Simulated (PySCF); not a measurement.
## Solvent effects on NMR parameters

Geometry (Å), atoms numbered from 1 in this order:
```xyz
17

F    -3.1182    0.0677   -1.7715
C    -2.1337   -0.4054   -0.9673
C    -2.3389   -0.3398    0.4903
C    -1.3398    0.6006   -0.1839
B     0.1766    0.3775    0.0147
O     1.1073    1.3756    0.0526
C     2.3856    0.7918    0.2306
C     2.1220   -0.7259    0.3441
O     0.7235   -0.8692    0.1689
H    -1.6197   -1.2638   -1.4122
H    -1.9488   -1.1493    1.1128
H    -3.2755    0.1084    0.8305
H    -1.6885    1.6302   -0.3048
H     2.8566    1.2077    1.1355
H     3.0261    1.0451   -0.6295
H     2.4115   -1.1308    1.3274
H     2.6519   -1.3055   -0.4283
```

GIAO PBE0/pcSseg-1 in PySCF on one PBE0-D3(BJ)/def2-SVP conformer, non-relativistic, equivalent nuclei averaged. Solvents enter as an IEF-PCM continuum (methanol with ε = 32.6, acetonitrile with ε = 35.7) around the gas-phase geometry. Shifts are referred to CFCl3, TMS, BF3·OEt2 computed in the same medium.

Gas phase, δ in ppm: F1 -220.4, C2 73.4, C7/C8 68.1, C3 12.7, C4 2.5, B5 32.7, H10 4.32, H14/H17 4.12, H15/H16 4.11, H12 1.05, H11 0.68, H13 0.48. Dipole moment 3.36 D.

(1) How does each δ change in the continuum?

(2) Which of the listed nuclei move most (in ppm), and what does the model miss? (N and O are left out, as their reference compounds move with the solvent too.)

Answers

(1) 
| atoms | environment | Δδ, methanol | Δδ, acetonitrile |
| --- | --- | --- | --- |
| F1 | fluorine on an sp3 carbon | -3.3 | -3.3 |
| C2 | three-membered-ring carbon | +1.6 | +1.6 |
| C7/C8 | sp3 CH2 bonded to O | +1.3 | +1.3 |
| C3 | three-membered-ring carbon | +0.6 | +0.6 |
| C4 | three-membered-ring carbon | +0.6 | +0.6 |
| B5 | boron bonded to C, 2 O, in a 5-membered ring | +0.6 | +0.6 |
| H10 | hydrogen on a three-membered-ring carbon | +0.20 | +0.21 |
| H14/H17 | hydrogen on an sp3 CH2 bonded to O | +0.19 | +0.19 |
| H15/H16 | hydrogen on an sp3 CH2 bonded to O | +0.18 | +0.19 |
| H12 | hydrogen on a three-membered-ring carbon | +0.17 | +0.17 |
| H11 | hydrogen on a three-membered-ring carbon | +0.12 | +0.12 |
| H13 | hydrogen on a three-membered-ring carbon | +0.02 | +0.02 |

Changes are relative to the gas phase. The dipole moment becomes 4.05 D in methanol, 4.05 D in acetonitrile.

(2) F1 (fluorine on an sp3 carbon, -3.3 ppm) in acetonitrile. A continuum only polarises the solute; specific hydrogen bonds, the anisotropy of aromatic solvents and changes of geometry or conformer are outside it.
